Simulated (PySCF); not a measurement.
Compound: C3H10O3Si.
SMILES: `CC(C)O[SiH](O)O`

Level of theory: TDDFT PBE0/def2-SVPD, vertical, gas phase, core orbitals frozen in the response (PySCF). Geometry: GFN2-xTB, one conformer, isolated molecule. Torsions of this conformer, `[CH3:1][CH:2]([CH3:3])[O:4][SiH:5]([OH:6])[OH:7]`: C1–C2–O4–Si5 -162°, C2–O4–Si5–O6 -176°, H–O6–Si5–O4 -37°, H–O7–Si5–O4 -152°.

| state | E (eV) | λ (nm) | f | main configurations (H = HOMO, L = LUMO) |
| --- | --- | --- | --- | --- |
| S1 | 7.68 | 161.5 | 0.013 | H→L (95%) |
| S2 | 7.92 | 156.6 | 0.028 | H-1→L (81%), H→L+2 (9%) |
| S3 | 7.99 | 155.2 | 0.024 | H→L+1 (74%), H→L+2 (16%) |
| S4 | 8.12 | 152.6 | 0.030 | H→L+2 (61%), H→L+1 (16%) |
| S5 | 8.24 | 150.5 | 0.016 | H-2→L (29%), H-1→L+1 (27%), H-3→L (24%) |
| S6 | 8.36 | 148.3 | 0.024 | H-1→L+2 (58%), H-3→L (16%), H-2→L (12%) |

Triplets, Tamm–Dancoff:

```tsv
state	E (eV)	λ (nm)	main configurations (H = HOMO, L = LUMO)
T1	7.53	164.6	H→L (82%)
T2	7.67	161.6	H-1→L (38%), H→L+2 (25%), H-2→L (11%)
```

The lowest singlet lies at 7.68 eV (161 nm, vacuum ultraviolet) and is weak; its leading configuration is HOMO→LUMO (95%). The strongest level in the table is S4 at 8.12 eV (153 nm, f = 0.030). Löwdin shares by element: HOMO oxygen 46% or more, carbon 24% or more, silicon 8% (atoms not listed hold the other 21%); LUMO oxygen 33% or more, silicon 29%, hydrogen 10% or more (atoms not listed hold the other 28%). The listed states span 0.68 eV, and the widest gap between neighbours is 0.24 eV (S1 to S2). Weighted by f, the mean energy of these states is 8.07 eV. The oscillator strengths of these states sum to 0.135; summed over the whole spectrum of an exact calculation they would give the number of electrons, 66 (Thomas–Reiche–Kuhn). Singlets were solved by full linear response, triplets in the Tamm–Dancoff approximation.

Without π bonds the low states may be Rydberg-like; a valence basis with one diffuse set may place them up to an eV too high.
